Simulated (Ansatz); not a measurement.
CH$_{5}$BGeTe at its PBE0-D4/def2-TZVP geometry, where that method's forces vanish. Total charge 0; spin multiplicity 1. Te: def2 effective core potential. The bonds changed during the relaxation, so this is another structure than the one it started from.

| atom | x (Å) | y (Å) | z (Å) |
| --- | --- | --- | --- |
| Te1 | 1.859 | 0.584 | -0.117 |
| C2 | -0.251 | 0.552 | -0.504 |
| B3 | 0.056 | -0.944 | -0.364 |
| Ge4 | -0.913 | -0.179 | 1.239 |
| H5 | 2.321 | 0.259 | -1.685 |
| H6 | -0.603 | 1.240 | -1.263 |
| H7 | 0.242 | -1.903 | -1.041 |
| H8 | -2.443 | -0.110 | 1.275 |
| H9 | -0.269 | 0.501 | 2.459 |

(1) For each bond, give half the difference of the two atoms' forces along it (eV/Å; positive pushes the atoms apart) under PBE-D4, r2SCAN-D4, B3LYP-D4, ωB97M-V in def2-TZVPP. (Best estimate.)

## Answers

(1) Ansatz gave: 
| bond | length (Å) | PBE-D4 | r2SCAN-D4 | B3LYP-D4 | ωB97M-V |
| --- | --- | --- | --- | --- | --- |
| Te1–C2 | 2.145 | 0.18 | 0.14 | 0.36 | 0.08 |
| Te1–B3 | 2.376 | 0.12 | 0.09 | 0.38 | 0.14 |
| Te1–H5 | 1.666 | 0.27 | 0.04 | 0.02 | -0.17 |
| C2–B3 | 1.533 | 0.17 | 0.04 | 0.04 | -0.02 |
| C2–Ge4 | 2.002 | 0.21 | 0.09 | 0.21 | 0.01 |
| C2–H6 | 1.083 | 0.02 | -0.04 | -0.12 | -0.06 |
| B3–Ge4 | 2.023 | 0.12 | 0.08 | 0.20 | 0.08 |
| B3–H7 | 1.189 | 0.00 | -0.05 | -0.18 | -0.14 |
| Ge4–H8 | 1.532 | 0.05 | -0.06 | -0.10 | -0.10 |
| Ge4–H9 | 1.538 | 0.06 | -0.05 | -0.03 | -0.07 |

B3LYP here is the variant with VWN-RPA as its local correlation; programs differ in this.
